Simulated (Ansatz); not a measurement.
A nudged elastic band was laid between two geometries of CH4OSSi (8 atoms, charge 0, multiplicity 1).

All numbers below come from RKS PBE0/def2-SVP (Ansatz 0.2.0).

```yaml
movable_images: 4
climbing_image: no
spring: 5.0 eV/Å²
optimiser: quadratic models (default)
start_path: through a guess of the saddle point
force_threshold: 0.03 eV/Å
iteration_limit: 60
end_points: relaxed
```

Image 0:

```xyz
8
Properties=species:S:1:pos:R:3
O -1.131 0.434 -0.886
C -0.234 -0.172 -0.103
Si 1.044 0.675 0.871
S -0.578 -1.861 0.135
H -0.878 1.361 -1.002
H 1.607 1.713 -0.061
H 2.070 -0.359 1.214
H -1.899 -1.791 -0.167
```

Image 5:

```xyz
8
Properties=species:S:1:pos:R:3
O -1.039 0.933 -0.802
C -0.198 0.052 -0.213
Si 1.314 0.482 0.542
S -0.608 -1.667 -0.345
H -1.500 0.473 -1.518
H 1.791 1.886 0.566
H 1.998 -0.518 1.389
H -1.758 -1.641 0.381
```

Which bonds break or form, and what moves?

No bond is made or broken. The dihedral H5–O1–C2–S4 goes from -179 to -25°.

Give the energies along the band, and the barrier.

It converged. The highest image is number 3 of 0 to 5, 0.175 eV above the first end and 0.160 eV above the last; the last end lies 0.015 eV above the first. No image climbed, so the highest image needn't sit at the top of the path.

```json
{"image": "0", "path coordinate (Å)": "0.00", "energy (eV)": "0.000", "dihedral H5–O1–C2–S4 (°)": "-179"}
{"image": "1", "path coordinate (Å)": "0.47", "energy (eV)": "0.025", "dihedral H5–O1–C2–S4 (°)": "-172"}
{"image": "2", "path coordinate (Å)": "0.95", "energy (eV)": "0.126", "dihedral H5–O1–C2–S4 (°)": "-141"}
{"image": "3", "path coordinate (Å)": "1.42", "energy (eV)": "0.175", "dihedral H5–O1–C2–S4 (°)": "-96"}
{"image": "4", "path coordinate (Å)": "1.89", "energy (eV)": "0.074", "dihedral H5–O1–C2–S4 (°)": "-57"}
{"image": "5", "path coordinate (Å)": "2.36", "energy (eV)": "0.015", "dihedral H5–O1–C2–S4 (°)": "-25"}
```

What is the geometry of the highest image?


```xyz
8
Properties=species:S:1:pos:R:3:forces:R:3
O -1.215 0.750 -0.710 0.02 0.04 0.03
C -0.279 -0.074 -0.151 0.00 0.02 -0.01
Si 1.162 0.503 0.639 0.02 -0.01 0.00
S -0.602 -1.815 -0.194 -0.01 0.01 -0.02
H -0.953 0.966 -1.614 -0.05 -0.07 -0.03
H 1.624 1.896 0.413 0.00 0.00 0.02
H 2.107 -0.449 1.266 0.00 0.00 0.01
H -1.845 -1.777 0.351 0.01 0.01 -0.01
```

The band took 12 iterations and about 2.2 core-minutes.

Run time: 2.2 min on 1 thread of Arm Neoverse V2, with other jobs on the host, peak memory 0.16 GiB.
